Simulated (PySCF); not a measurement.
C3H7NSi, SMILES [SiH3]C1=NCC1. Heavy atoms are numbered as in [SiH3:1][C:2]1=[N:3][CH2:4][CH2:5]1. Hydrogens are named by the atom that carries them.

The structure is a stationary point at PBE0-D3(BJ)/def2-SVP. The structure was generated by enumeration, and PubChem lists no compound with its InChIKey, so it may never have been made.

Method: PBE/pcSseg-1 in PySCF.

GIAO shieldings, no solvent; atoms alike by connectivity are averaged. δ = σ(ref) − σ: ²⁹Si against TMS (σ = 335.4 ppm); ¹³C against TMS (σ = 182.0 ppm); ¹⁵N against NH3 (σ = 267.0 ppm); ¹H against TMS (σ = 31.49 ppm), references at their B3LYP-D3(BJ)/def2-TZVP geometries, non-relativistic.

Computed chemical shifts:
```json
[
 {"nucleus": "²⁹Si", "atoms": "Si1 (SiH3)", "count": "1", "δ (ppm)": "-85.3"},
 {"nucleus": "¹³C", "atoms": "C2", "count": "1", "δ (ppm)": "207.2"},
 {"nucleus": "¹³C", "atoms": "C4 (CH2)", "count": "1", "δ (ppm)": "67.5"},
 {"nucleus": "¹³C", "atoms": "C5 (CH2)", "count": "1", "δ (ppm)": "45.5"},
 {"nucleus": "¹⁵N", "atoms": "N3", "count": "1", "δ (ppm)": "492.4"},
 {"nucleus": "¹H", "atoms": "H on C4", "count": "2", "δ (ppm)": "4.67"},
 {"nucleus": "¹H", "atoms": "H on Si1", "count": "3", "δ (ppm)": "4.47"},
 {"nucleus": "¹H", "atoms": "H on C5", "count": "2", "δ (ppm)": "3.51"}
]
```
